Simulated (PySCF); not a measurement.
Question: Give a PBE0-D3(BJ)/def2-SVP geometry of `[C@H]1(C#N)[Si@@H](C1)C`.

Answer: 
```xyz
13
C4H7NSi angstrom
C      2.0638    0.2032   -0.4462
Si     0.5434    0.1064    0.6258
C     -0.7581   -1.1737    0.3240
C     -1.1474    0.2377   -0.1986
C     -2.2330    0.9249    0.4325
N     -3.0990    1.4791    0.9711
H      2.4413    1.2353   -0.5019
H      1.8264   -0.1350   -1.4658
H      2.8674   -0.4372   -0.0506
H      0.6349    0.6764    1.9911
H     -1.3539   -1.5402    1.1667
H     -0.6224   -1.9312   -0.4552
H     -1.1521    0.3448   -1.2909
```

Orientation and origin are arbitrary. Atoms count from 1 in this order. Si2 (SiH silicon) has angles from 49.2° to 121.1°. The 3-membered ring Si2–C3–C4 has internal angles of 49.2° to 66.6°. The C–Si distances run from 1.850 Å (Si2–C3, drawn single) to 1.886 Å (Si2–C4, drawn single), a spread of 0.036 Å. The 2 C–C bonds span 1.432 Å (C4–C5, drawn single) to 1.555 Å (C3–C4, drawn single), a spread of 0.123 Å.

Bonds between heavy atoms (Å): C1–Si2 1.863, Si2–C3 1.850, C3–C4 1.555, C4–C5 1.432, C5≡N6 1.161, Si2–C4 1.886.

Method: PySCF 2.14.0, PBE0-D3(BJ)/def2-SVP geometry optimisation, gas phase.

Point group: C1 (no symmetry element, even within 0.4 Å). Not checked by PBE0-D3(BJ)/def2-SVP frequencies.

On one thread of an Arm Neoverse V1, shared host with 32 logical CPUs at a one-minute load of 32, this took 42 s of wall time and 0.51 GiB of memory at its peak. That covers the optimisation of the geometry.
